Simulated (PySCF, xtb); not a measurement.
Si(OMe)(NH2) (CH5NOSi), SMILES CO[Si]N (connectivity only; charge and spin as stated), neutral, multiplicity 1.

xtb with GFN2-xTB at its own geometry gives an orbital gap of 3.73 eV and a dipole moment of 2.43 D.

Geometry optimised at B3LYP-D3(BJ)/def2-SVP. Other conformers were not sampled.

**Question.** What does ωB97X/def2-TZVP (PySCF) give? (An estimate is asked for; the answer gives what the named calculation found.)

**Answer.** gap 10.47 eV (levels -9.15 and 1.32 eV), dipole 2.86 D.
